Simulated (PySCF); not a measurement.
Compound: C₄H₉N₂OP.
SMILES: `CN1C=CN(C)[PH]1=O`

A PySCF run (density fitting, gas phase, GFN2-xTB geometry) gave HOMO -6.47 eV, LUMO 2.28 eV, dipole 3.92 D and E = -683.500 Eh.

Problem. Which of these levels was it?
A. PBE0/pcSseg-1
B. PBE0/STO-3G
C. PBE0/def2-SVPD
D. CAM-B3LYP/6-31G

Solution. D. It is CAM-B3LYP/6-31G. All candidates on this geometry:

```tsv
level and settings	kind	basis functions	SCF cycles	E (Eh)	HOMO (eV)	LUMO (eV)	dipole (D)
PBE0/def2-SVPD	global hybrid	239	14	-683.0733	-5.56	0.34	3.51
PBE0/pcSseg-1	global hybrid	188	14	-683.3509	-5.47	0.64	3.38
PBE0/STO-3G, energy threshold 1e-08 Eh, start guess vsap	global hybrid	53	11	-675.0851	-2.28	4.84	1.59
CAM-B3LYP/6-31G	range-separated hybrid	94	13	-683.5000	-6.47	2.28	3.92
```

The nearest other candidate, by the summed differences of HOMO and LUMO, is PBE0/pcSseg-1: its HOMO differs by +1.00 eV and its LUMO by -1.64 eV. Cycle counts include a coarse-grid stage where the run had one.
